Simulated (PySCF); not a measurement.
# Predicted spectroscopic data

In vacuum, a single conformation, fast rotation and ring inversion assumed for equivalent nuclei, no relativistic terms. Geometry from GFN2-xTB; σ from GIAO-PBE0/pcSseg-1; PySCF 2.14.

Referencing at the same level of theory: 1H (σ = 31.72 ppm), 13C (σ = 186.93 ppm) against TMS. Splittings of carbon signals by F and P are missing where no couplings were computed. Where no couplings were computed, multiplicities follow the n + 1 count of equivalent neighbours, and m marks all less simple cases (inequivalent or close neighbours, rings, F or P nearby). Acid and N–H amide carbonyl carbons lie up to 10 ppm further downfield in solution (hydrogen bonding). Shifts are as computed. Against solution values, carbons near 30 ppm lie about +3 ppm off and those near 130 ppm about +5 ppm. Of 1211 compounds with measured shifts, 218 miss one by over three times the rms of a fit or turn the order of signals round; such compounds aren't used in these exercises. OH and NH positions are gas-phase values without hydrogen bonding to other molecules.

Compound 1 (C6H11OP). 1H NMR (500 MHz, computed): δ 1.97 (m, 2H), 1.06 (s, 9H). 13C{1H} NMR (computed): δ 215.4, 35.0, 33.5, 30.7. Structure: `CC(C)(C)CP=C=O`.

Compound 2 (C5H11NO2Si). 1H NMR (500 MHz, computed): δ 5.27 (br s, 1H), 4.64 (s, 2H), 4.07 (m, 1H), 3.79 (s, 3H), 0.77 (m, 2H), 0.30 (m, 2H). 13C{1H} NMR (computed): δ 179.8, 54.1, 23.4, 7.9. Structure: `InChI=1S/C5H11NO2Si/c1-8-9-5(7)6-4-2-3-4/h4H,2-3,9H2,1H3,(H,6,7)`.
